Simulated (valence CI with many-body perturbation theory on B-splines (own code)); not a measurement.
The numbers below are computed, except where a source is named.
# Level structure of Ce XXXV

Level of theory: configuration interaction combined with many-body perturbation theory (CI+MBPT): six valence electrons over a frozen Dirac-Fock core [Ar], a basis of 7 s, 7 p, 8 d, 6 f, 4 g, 1 h functions for each j, with the one-electron correlation potential Σ1, the two-electron term Σ2, the three-electron term Σ3, Breit, model QED; selected CI, second order for the rest, scaled by the run's own slope (own B-spline code, finite nucleus).

No measured spectrum was set against this ion. As an estimate, large intervals hold to a few tenths of a per cent, small ones and those within an open d or f shell to about a per cent. Core correlation moves these levels by up to 6300 cm⁻¹, and in measured spectra 5 to 20 % of such shifts remained as error; rates that hang on mixing are uncertain with them. Among the levels kept, up to 1000 cm⁻¹ of a level comes from second order outside the variational space, and about a tenth of that is noise between levels of different J, which matters for small intervals. Only levels of the ground parity were solved; by the run's estimate the other parity begins above the list, which can be wrong where configurations are misplaced.

Levels 1 to 34 of 34, with energies above the lowest level, (3d3/2^4 3d5/2^2) J=4. "Leading %" is the weight of the configuration and term that name the level; weights of strongly mixed levels are sums over their largest components and can fall short. In the jj column 3d3/2^4 stands for four electrons in 3d with j = 3/2.

```tsv
No.	Configuration	Term	J	E (eV)	Leading %	Leading jj	g	Second component
1	3d6	5D	4	0.00	51	3d3/2^4 3d5/2^2 (87 %)	1.330	34 % 3d6 3F
2	3d6	3P	2	5.16	44	3d3/2^4 3d5/2^2 (88 %)	1.348	25 % 3d6 5D
3	3d6	3P	0	13.94	39	3d3/2^4 3d5/2^2 (67 %)		36 % 3d6 5D
4	3d6	5D	3	15.88	78	3d3/2^3 3d5/2^3 (90 %)	1.412	15 % 3d6 3F
5	3d6	5D	1	19.03	62	3d3/2^3 3d5/2^3 (90 %)	1.388	27 % 3d6 3P
6	3d6	5D	4	19.32	33	3d3/2^3 3d5/2^3 (85 %)	1.131	24 % 3d6 3H
7	3d6	3G	5	24.55	57	3d3/2^3 3d5/2^3 (99 %)	1.123	43 % 3d6 3H
8	3d6	3H	6	24.59	74	3d3/2^3 3d5/2^3 (98 %)	1.117	26 % 3d6 1I
9	3d6	3F	2	28.56	52	3d3/2^3 3d5/2^3 (86 %)	0.923	28 % 3d6 1D
10	3d6	3F	3	29.21	33	3d3/2^3 3d5/2^3 (92 %)	1.035	31 % 3d6 3G
11	3d6	5D	2	34.92	47	3d3/2^2 3d5/2^4 (60 %)	1.271	18 % 3d6 3D
12	3d6	3G	4	37.31	43	3d3/2^3 3d5/2^3 (78 %)	1.020	29 % 3d6 1G
13	3d6	3D	1	37.89	54	3d3/2^3 3d5/2^3 (85 %)	0.958	38 % 3d6 3P
14	3d6	3P	0	38.16	84	3d3/2^3 3d5/2^3 (50 %)		10 % 3d6 5D
15	3d6	3P	2	39.37	38	3d3/2^2 3d5/2^4 (54 %)	1.287	35 % 3d6 3D
16	3d6	1S	0	40.65	50	3d3/2^2 3d5/2^4 (76 %)		43 % 3d6 5D
17	3d6	3F	3	41.22	49	3d3/2^3 3d5/2^3 (95 %)	1.090	34 % 3d6 1F
18	3d6	3F	4	42.51	42	3d3/2^2 3d5/2^4 (92 %)	1.090	37 % 3d6 3H
19	3d6	3H	5	45.10	57	3d3/2^2 3d5/2^4 (99 %)	1.099	43 % 3d6 3G
20	3d6	3D	3	45.82	31	3d3/2^2 3d5/2^4 (77 %)	1.188	28 % 3d6 1F
21	3d6	1I	6	48.05	74	3d3/2^2 3d5/2^4 (98 %)	1.038	26 % 3d6 3H
22	3d6	3G	3	49.08	52	3d3/2^2 3d5/2^4 (94 %)	0.928	37 % 3d6 3F
23	3d6	3P	1	53.36	64	3d3/2^2 3d5/2^4 (82 %)	1.137	36 % 3d6 3D
24	3d6	1G	4	54.44	60	3d3/2^2 3d5/2^4 (80 %)	1.054	25 % 3d6 3F
25	3d6	1D	2	54.57	38	3d3/2^2 3d5/2^4 (82 %)	1.051	31 % 3d6 3P
26	3d6	3F	2	62.18	78	3d3/2^2 3d5/2^4 (92 %)	0.800	10 % 3d6 3P
27	3d6	3P	1	62.93	71	3d3/2 3d5/2^5 (91 %)	1.495	29 % 3d6 5D
28	3d6	3F	4	63.88	66	3d3/2^2 3d5/2^4 (81 %)	1.162	18 % 3d6 1G
29	3d6	1G	4	73.65	59	3d3/2 3d5/2^5 (74 %)	1.021	17 % 3d6 3F
30	3d6	3P	2	76.81	52	3d3/2 3d5/2^5 (85 %)	1.272	21 % 3d6 1D
31	3d6	3F	3	77.88	45	3d3/2 3d5/2^5 (91 %)	1.062	28 % 3d6 1F
32	3d6	1D	2	79.24	91	3d3/2^2 3d5/2^4 (88 %)	1.001	4 % 3d6 3D
33	3d6	1S	0	82.83	46	3d5/2^6 (58 %)		46 % 3d6 3P
34	3d6	1S	0	100.24	73	3d3/2^2 3d5/2^4 (56 %)		24 % 3d6 3P
```

The ionisation energy to 3d5 6S_5/2 of the next ion comes out as 2280.1 eV (NIST: 2280 ± 5 eV (theoretical)). All 34 levels together are meant to be complete up to 104.25 eV.
